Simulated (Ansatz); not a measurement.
This geometry of ClH₃S₂Si (7 atoms, charge 0, multiplicity 1) is a first-order saddle point.

These are results of Ansatz 0.2.0, UKS PBE0/cc-pVDZ, not measurements.

```xyz
7
Properties=species:S:1:pos:R:3
S -1.955 1.391 -0.323
S -0.195 0.630 -1.351
Si 0.815 -0.234 0.412
Cl -0.360 -1.712 1.233
H -1.323 -0.196 -1.307
H 2.090 -0.851 -0.060
H 0.990 0.904 1.350
```

Q: Which two structures does it join? (They come from a converged band through this point; their orientation in space is the band's.)

A: Bonds broken: S1–H5. Bonds formed: S2–H5.

Image 0:

```xyz
7
Properties=species:S:1:pos:R:3
S -1.640 1.267 -0.818
S 0.201 0.503 -1.469
Si 0.919 -0.227 0.425
Cl -0.209 -1.854 1.075
H -2.345 0.109 -0.915
H 2.319 -0.691 0.182
H 0.817 0.824 1.474
```

Image 6:

```xyz
7
Properties=species:S:1:pos:R:3
S -2.000 1.556 -0.190
S -0.439 0.735 -1.176
Si 0.744 -0.233 0.443
Cl -0.432 -1.600 1.435
H -0.823 -0.483 -1.707
H 1.903 -0.948 -0.174
H 1.109 0.905 1.324
```

Q: How far does it lie above each of them?

A: 210.2 kJ/mol above the first and 66.9 kJ/mol above the second. This is the barrier of this one path; another mechanism may lie lower. The orbitals stay closed-shell, which can raise the energy where a bond breaks towards radicals; this wasn't checked here.

Time of the run: 83 s on 2 threads of Intel(R) Xeon(R) 6975P-C (Granite Rapids), on a shared host, peak memory 0.31 GiB.
